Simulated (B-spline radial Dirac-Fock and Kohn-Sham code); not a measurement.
# Photoelectron lines of In at 1080 eV

System: the free indium atom, [Kr] 4d10 5s2 5p1.

The run's input, task.json:

```json
{"items": [{
  "Z": 49,
  "q": 0,
  "cfg": [[1, 0, 2], [2, 0, 2], [2, 1, 6], [3, 0, 2], [3, 1, 6], [3, 2, 10], [4, 0, 2], [4, 1, 6], [4, 2, 10], [5, 0, 2], [5, 1, 1]],
  "A": 115,
  "rrms": 4.6156,
  "do": ["binding", "quiet", "photo"],
  "hv": [37.0, 43.7, 47.6, 65.6, 108.0, 122.0, 149.0, 211.0, 376.0, 414.0, 564.0, 1080.0, 3770.0, 5000.0, 6330.0, 7330.0, 10600.0, 25200.0, 35900.0, 51100.0, 95700.0, 100000.0, 101000.0, 123000.0]
}]}
```

Launch: `python xray_run.py task.json out`

The computed values come from a radial finite-basis atomic code: the independent-particle Dirac-Slater model, thresholds from Dirac-Fock. The asymmetry parameter β is from the dipole term alone. Kinetic energies are from the vacuum level. Open shells are spread statistically over j, without multiplet splitting.

```csv
subshell,electrons,binding (eV),kinetic (eV),σ (kb),β
M1 (3s),2,837.2,242.8,71.6,1.99
M2 (3p1/2),2,713.8,366.2,98.3,1.37
M3 (3p3/2),4,675.3,404.7,210,1.39
M4 (3d3/2),4,459.0,621.0,302,1.13
M5 (3d5/2),6,451.5,628.5,440,1.14
N1 (4s),2,138.8,941.2,17.8,1.99
N2 (4p1/2),2,96.86,983.1,19.8,1.68
N3 (4p3/2),4,90.23,989.8,39.9,1.69
N4 (4d3/2),4,24.33,1055.7,28.7,1.34
N5 (4d5/2),6,23.49,1056.5,41.5,1.32
O1 (5s),2,10.22,1069.8,1.74,1.99
O2 (5p1/2),0.33,5.31,1074.7,0.152,1.70
O3 (5p3/2),0.67,5.04,1075.0,0.276,1.71
```

Branching ratios of the spin-orbit partners (statistical value in brackets): 3p 2.13 (2.00), 3d 1.46 (1.50), 4p 2.01 (2.00), 4d 1.44 (1.50), 5p 1.82 (2.00).

Run: 13 s of CPU time on 1 thread of Neoverse-N1 (shared host), peak memory 0.39 GiB.
